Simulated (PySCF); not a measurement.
## A thermochemical cycle for MgIn

MP2 in PySCF with def2-SVP on every atom (core potentials on In), for the lowest determinant that a PBE0 search found; no spin–orbit coupling. MgIn, a doublet (π ↑), has De = 0.25 eV to neutral atoms, and MgIn⁺, a singlet (closed shell), has De = 0.67 eV to Mg + In⁺.

At the same level the In atom ionises at 5.40 eV.

Q: What is the adiabatic ionisation energy of the molecule, and does ionisation strengthen or weaken the bond?

A: IE = IE(In) + De(neutral) − De(ion) = 5.40 + 0.25 − 0.67 = 4.98 eV. De changes by +0.42 eV, so ionisation strengthens the bond.

Correlated steps freeze 5 core orbitals. Weak bonds: MgIn. Basis-set superposition, not corrected here, can be much of De in a small basis, most of all at correlated wavefunction levels. These are scalar-relativistic numbers at best; spin–orbit coupling would shift them, the dissociation energy most. For an ion De counts to the pair picked by the measured ionisation energies or electron affinities, which need not be the lowest pair at this level. States were picked by a PBE0 search and need not be the measured ground states.
